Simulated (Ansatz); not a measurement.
A nudged elastic band was laid between two geometries of C₂H₇Cl₂InSi (13 atoms, charge 0, multiplicity 1).

These are results of RKS BHLYP-D4/def2-SVP in Ansatz 0.2.0, not measurements.

```yaml
movable_images: 7
climbing_image: yes
spring: 5.0 eV/Å²
optimiser: quadratic models (default)
start_path: IDPP
force_threshold: 0.05 eV/Å
iteration_limit: 41
end_points: relaxed
```

Image 0:

```xyz
13
Properties=species:S:1:pos:R:3
Cl -0.777 -2.930 -0.413
C 0.553 -1.773 -0.758
Si 0.510 -0.384 0.514
C -1.173 0.453 0.401
Cl -1.321 1.227 -1.225
In 1.016 3.368 -0.685
H 0.400 -1.386 -1.767
H 1.491 -2.329 -0.741
H 0.720 -0.926 1.873
H 1.574 0.593 0.175
H -1.988 -0.267 0.484
H 0.309 3.073 1.019
H -1.293 1.246 1.138
```

Image 8:

```xyz
13
Properties=species:S:1:pos:R:3
Cl -0.411 -2.950 -0.910
C 0.957 -1.797 -1.087
Si 0.831 -0.476 0.254
C -0.800 0.417 0.134
Cl -0.923 1.196 -1.536
In -1.130 2.280 1.243
H 0.885 -1.355 -2.081
H 1.883 -2.372 -1.030
H 0.922 -1.118 1.587
H 1.952 0.478 0.086
H -1.643 -0.271 0.200
H 0.261 3.230 1.588
H -2.764 2.704 1.566
```

Task: What changes between the two ends?

Result: Bonds broken: C4–H13. Bonds formed: C4–In6, In6–H13. C2H6Cl2Si + HIn becomes C2H7Cl2InSi.

Task: Give the energies along the band, and the barrier.

Result: It converged. The highest image is number 6 of 0 to 8, 2.85 eV above the first end and 2.16 eV above the last; the last end lies 0.69 eV above the first. Neighbouring images differ by up to 2.0 eV, so the band resolves the path poorly. A vibrational analysis at the climbing image gives one clearly imaginary mode, 1074i cm⁻¹: a first-order saddle point. The orbitals stay closed-shell, which can raise the energy where a bond breaks towards radicals; this wasn't checked here.

```
image  path coordinate (Å)  energy (eV)  C4–H13 (Å)  C4–In6 (Å)  In6–H13 (Å)
    0                 0.00         0.00        1.09        3.80         3.63
    1                 0.70         0.01        1.09        3.87         3.57
    2                 1.40         0.04        1.09        3.87         3.46
    3                 2.10         0.09        1.09        3.72         3.18
    4                 2.81         0.15        1.09        3.46         2.78
    5                 3.51         0.88        1.19        2.87         2.13
    6                 4.21         2.85        1.90        2.63         1.72
    7                 5.17         1.21        2.72        2.22         1.67
    8                 6.13         0.69        3.34        2.19         1.72
```

Task: What is the geometry of the highest image?

Result: 
```xyz
13
Properties=species:S:1:pos:R:3:forces:R:3
Cl -0.620 -2.958 -0.777 -0.01 -0.01 0.00
C 0.823 -1.887 -0.852 0.00 0.01 -0.01
Si 0.603 -0.457 0.370 -0.02 -0.01 0.00
C -0.937 0.520 0.038 0.02 0.02 -0.02
Cl -0.801 1.576 -1.421 -0.01 -0.01 0.01
In -0.883 2.973 0.976 0.01 0.01 0.01
H 0.905 -1.524 -1.878 0.00 0.00 0.00
H 1.701 -2.500 -0.636 0.00 0.00 0.01
H 0.519 -1.031 1.732 0.00 0.00 0.01
H 1.786 0.426 0.256 0.01 0.00 0.00
H -1.858 -0.051 -0.058 0.01 -0.01 0.00
H 0.812 3.184 1.209 -0.02 0.00 0.00
H -2.030 1.693 1.055 0.00 0.00 0.00
```

The run took 17 min on 2 threads of Arm Neoverse V1, with other jobs on the host, peak memory 0.49 GiB.
